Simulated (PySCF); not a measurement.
Structure problem from calculated spectra and properties.

Elements present: C, H, N and Si. Monoisotopic mass: 148.9969 u.

* 1H NMR: chemical shifts (computed TMS as zero) by class: 5.48 (2 H), 5.29 (2 H), 4.07 (1 H), 3.67 (3 H), 2.84 (3 H) ppm [GIAO PBE0/pcSseg-1]
* 13C NMR: chemical shifts (computed TMS as zero) by class: 42.8 (1 C) ppm [GIAO PBE0/pcSseg-1]
* Triplet: lowest triplet excitation (Tamm–Dancoff): 4.45 eV [TDA PBE0/def2-SVPD]
* UV, first state: lowest singlet excitation: 4.65 eV (267 nm, f = 0.001) [TDDFT PBE0/def2-SVPD]
* NMR, other nuclei: isotropic shieldings of nuclei other than C and H, by class: 234 (1 N), 374 (2 Si), 462 (1 Si), 465 (1 Si) ppm [GIAO PBE0/pcSseg-1]
* Rotational structure: rotational constants A, B, C: 2.623, 0.883, 0.751 GHz [GFN2-xTB]
* UV, strongest line: among the 8 lowest singlet transitions: S4 at 5.69 eV (218 nm, f = 0.110) [TDDFT PBE0/def2-SVPD]
* Dipole: 0.59 D [PBE0/def2-SVPD]

Gas-phase values; electronic properties from PySCF, density fitting. Levels stand in brackets. Isolated species at its GFN2-xTB geometry, gas phase. NMR classes are plain means over equivalent atoms (diastereotopic ones count apart unless rotation or inversion swaps them), as if these changed places fast.

Question: Which formula fits the mass and the elements?

Answer: CH11NSi4 (calculated 148.9969). No other formula that holds each of these elements comes within 0.0003 u with a fitting electron parity and a possible valence count.

Question: What is the compound? Reason from the data.

Answer: Numbering: `[CH3:1][N:2]1[SiH2:3][SiH:4]([SiH3:5])[SiH2:6]1`. Its formula, CH11NSi4, gives 1 degree of unsaturation: 1 ring and 0 π bonds in the structure found. The one carbon: N-methyl carbon [C1] (42.8 ppm). Hydrogen classes from least to most shielded: 2 H on 2 SiH2 silicons, Si3/Si6 (5.48 ppm), 2 H on 2 SiH2 silicons, Si3/Si6 (5.29 ppm), 1 H on an SiH silicon, Si4 (4.07 ppm), 3 H on an SiH3 silicon, Si5 (3.67 ppm), 3 H on an N-methyl carbon, C1 (2.84 ppm, a mean of values up to 0.5 ppm apart in this geometry). The other shieldings belong to: 234 ppm, nitrogen bridging silicon atoms [N2]; 374 ppm, SiH2 silicon [Si3/Si6]; 462 ppm, SiH3 silicon [Si5]; 465 ppm, SiH silicon [Si4]. S1 is mainly HOMO→LUMO (weight 0.99); the largest Löwdin shares of the orbital it empties are 0.51 on the nitrogen bridging silicon atoms, 0.09 on the N-methyl carbon and 0.08 on each of 2 atoms of one kind (SiH2 silicon), of the orbital it fills 0.21 on each of 2 atoms of one kind (SiH2 silicon) and 0.20 on the SiH silicon. The optimised geometry has point group Cs and is an asymmetric top. Structure: `[SiH2]1[SiH]([SiH2]N1C)[SiH3]`. The assignments are read from this structure; whether some other isomer fits the data as well wasn't checked.
